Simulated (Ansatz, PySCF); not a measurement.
Gas-phase reaction in SMILES: FC(F)CC(F)(F)F [1,1,1,3,3-pentafluoropropane] -> F[C](F)CC(F)(F)F + H atom (the C-H bond at the site shown breaks; other sites are not compared here)
Structures are relaxed separately at B3LYP-D3(BJ)/def2-TZVP in Ansatz (an electronic-structure program), one conformer each, not searched for the lowest. Frequencies are from Ansatz or PySCF.

Quantity: bond dissociation energy (0 K, with B3LYP-D3(BJ) harmonic zero-point energies), in kJ/mol. Correlated levels leave the core frozen unless marked. UHF or UKS for open shells. No spin-orbit coupling. No relativistic terms. Basis-set limits of correlation are two-point, X^-3; Hartree-Fock from the larger set. [CCSD(T)-MP2]/basis is that difference in the basis named.

Level to compare with: RI-MP2/CBS(cc-pVTZ,cc-pVQZ)+[CCSD(T)-MP2]/cc-pVTZ (Ansatz), 425.3 kJ/mol. It is a level with limits of its own, and the differences hold the functionals' basis error too.

Problem. Rank these functionals by how close they come to RI-MP2/CBS(cc-pVTZ,cc-pVQZ)+[CCSD(T)-MP2]/cc-pVTZ, closest first: wB97M-V/def2-TZVPD (Ansatz); PBE/def2-TZVPD (Ansatz); revPBE/def2-TZVPD (Ansatz); BHLYP/def2-TZVPD (Ansatz).

Solution. wB97M-V/def2-TZVPD (range-separated hybrid meta-GGA with VV10, 417.2 kJ/mol, difference -8.1), BHLYP/def2-TZVPD (global hybrid, 404.3 kJ/mol, difference -21.0), PBE/def2-TZVPD (GGA, 391.7 kJ/mol, difference -33.6), revPBE/def2-TZVPD (GGA, 383.3 kJ/mol, difference -42.0)
